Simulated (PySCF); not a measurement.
# Radial density of Ir⁺ (iridium, charge +1)

B3LYP, [Xe] 4f14 5d8, high-spin 3F determinant (an excited configuration). Computed with PySCF 2.14 in ANO-RCC-VTZP, with scalar relativity by spin-free X2C-1e.

```tsv
r (bohr)	4πr²ρ (e/bohr)	4πr²(ρα − ρβ)
0.0192	94.99	-0.0010
0.0322	108.8	0.0020
0.0542	143.3	0.0346
0.0912	110.7	0.1175
0.153	132.0	0.0510
0.258	71.50	0.0646
0.434	81.29	0.1838
0.730	28.01	0.1943
1.23	14.11	1.4502
2.07	3.542	0.7454
3.48	0.3887	0.0738
5.85	0.01095	0.0008
```

Densities and radii are taken from the X2C orbitals without a picture-change correction, which distorts them close to the nucleus.

Spin-orbit coupling, absent here, splits the open shell strongly.
